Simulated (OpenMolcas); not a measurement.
**Ir3+: moving or changing the point charges**

Ir3+ among 6 point charges of -1.36 e arranged as a trigonal prism (D3h), 1.83 Å from the ion, with a polar angle of 48.6° against the regular 49.1°.
```
   1.3729    0.0000    1.2100  -1.36
  -0.6864    1.1890    1.2100  -1.36
  -0.6864   -1.1890    1.2100  -1.36
   1.3729    0.0000   -1.2100  -1.36
  -0.6864    1.1890   -1.2100  -1.36
  -0.6864   -1.1890   -1.2100  -1.36
```

* Program: OpenMolcas
* Method: CASSCF
* Basis: ANO-RCC-VDZP [7s6p4d2f]
* Scalar Hamiltonian: DKH2, point nucleus
* Active space: 6 electrons in 5 orbitals (5d)
* State averaging: 2S+1 = 5 even, 5 roots; 2S+1 = 3 even, 45 roots; 2S+1 = 1 even, 50 roots
* Spin-orbit coupling: state interaction with AMFI integrals over the reference wave functions

Runs around this geometry, states (labels of D3, the rotations of D3h). Energies in cm-1 above the lowest state or level, χT in cm3 K/mol.

```tsv
R (Å)	q (e)	Polar angle / regular	Ground state	First state of that spin	First gap with spin-orbit (degeneracies)	χT at 300 K	First state of another spin
1.83	-1.36	0.99	5E	5A1 2978	1642 (2, 1)	4.514	3E 11531
2	-1.7	0.99	5E	5A1 3596	1672 (2, 1)	4.528	3E 12886
1.83	-1.7	1.07	5A1	5E 660.7	1123 (2, 2)	4.463	3A2 10498
```

The ground state changes within this set.

Without dynamic correlation the repulsion within the d shell is too large (B by tens of per cent), so at a given field states of lower spin stand too high. This shell can be high or low spin here, a state of another spin lies low, and with metal d orbitals alone active their balance is uncertain, so the ground spin may be wrong. Point charges give a weaker field than real ligands, and real ions of this kind are as a rule low spin; the high spin found here belongs to the model. An orbital doublet at a regular site is open to a Jahn-Teller distortion, which this geometry leaves out (holds for R = 1.83, q = -1.36, ratio = 0.99; R = 2, q = -1.7, ratio = 0.99). This is an electrostatic model: the charges have no orbitals. No measured value stands beside these numbers.
